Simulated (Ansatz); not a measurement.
C₉H₂₀ClN⁺, that is N-butyl-N-methylpyrrolidinium chloride with one electron fewer. The state is a doublet with charge 1. Geometry r2SCAN-D4/def2-SVP, that of the neutral singlet; atoms count from 1.

Cartesian coordinates in Å:
```
C -1.325 -0.628 3.972
C -1.308 -1.069 2.514
C -0.515 -0.118 1.616
C -0.596 -0.579 0.174
N 0.260 0.200 -0.798
C -0.098 1.657 -0.756
C 0.018 -0.330 -2.201
C 1.211 0.173 -3.006
C 2.358 0.353 -1.974
C 1.738 0.000 -0.618
H -0.304 -0.565 4.384
H -1.895 -1.331 4.598
H -1.789 0.366 4.081
H -0.884 -2.088 2.435
H -2.341 -1.138 2.128
H 0.531 -0.061 1.976
H -0.949 0.892 1.710
H -1.629 -0.458 -0.233
H -0.271 -1.629 0.076
H -1.195 1.705 -0.957
H 0.468 2.180 -1.535
H 0.175 2.055 0.229
H 0.028 -1.427 -2.105
H -1.009 -0.006 -2.485
H 0.978 1.125 -3.508
H 1.468 -0.545 -3.797
H 3.216 -0.303 -2.179
H 2.741 1.385 -1.979
H 2.094 0.609 0.224
H 1.879 -1.064 -0.369
Cl -3.056 0.638 -1.616
```

Q: Estimate the Mulliken populations of the heavy atoms from the PBE0/def2-TZVP orbitals of Ansatz.

A: 
```csv
atom,charge (e),spin (α − β)
C1,-0.37,0.00
C2,-0.22,0.00
C3,-0.24,0.00
C4,-0.22,0.04
N5,0.14,0.00
C6,-0.34,0.03
C7,-0.18,0.03
C8,-0.28,0.00
C9,-0.25,0.00
C10,-0.24,0.01
Cl31,-0.01,0.92
```
Mulliken values depend strongly on the basis.

Q: Where does the spin sit?

A: Summed by element: C 0.11, N 0.00, H -0.03, Cl 0.92, of 1 unpaired in all. Largest on single atoms: Cl31 0.92, C4 0.04, C6 0.03.

Q: And the Mayer bond orders between heavy atoms (over 0.3)?

A: C1–C2 1.02 (1.52 Å); C2–C3 1.03 (1.53 Å); C3–C4 0.97 (1.52 Å); C4–N5 0.90 (1.51 Å); N5–C6 0.91 (1.50 Å); N5–C7 0.89 (1.52 Å); N5–C10 0.89 (1.50 Å); C7–C8 1.03 (1.52 Å); C8–C9 0.99 (1.55 Å); C9–C10 1.03 (1.53 Å).
